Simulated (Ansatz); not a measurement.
Molecule: C2H6ClSi, charge 0, multiplicity 2. It need not be the lowest isomer of its formula. 
Coordinates optimised at B3LYP-D3(BJ)/def2-TZVP (Ansatz, a first-principles code):
```xyz
10

C      1.3817    -1.2206     0.6786
Si    -0.0418     0.0014     0.6054
C     -1.6997    -0.8682     0.4652
Cl     0.2113     1.1814    -1.1008
H      1.2874    -1.8578     1.5604
H      2.3417    -0.7064     0.7234
H      1.3721    -1.8559    -0.2120
H     -2.5166    -0.1509     0.3871
H     -1.8719    -1.4966     1.3417
H     -1.7120    -1.5032    -0.4255
```
Charge 0, spin multiplicity 2.

Basis-set convergence of Hartree-Fock and MP2 correlation energies (hartree) with Ansatz. Cores are frozen in the correlated levels unless marked. UHF or UKS for open shells. No spin-orbit coupling. Non-relativistic.

```json
[
 {"basis": "cc-pV(D+d)Z", "functions": "104", "E(HF)": "-827.71245", "E(corr, MP2)": "-0.50799"},
 {"basis": "cc-pV(T+d)Z", "functions": "222", "E(HF)": "[?]", "E(corr, MP2)": "[?]"}
]
```

Q: Complete the blanks.

A: 
- cc-pV(T+d)Z, E(HF): -827.76778
- cc-pV(T+d)Z, E(corr, MP2): -0.64604
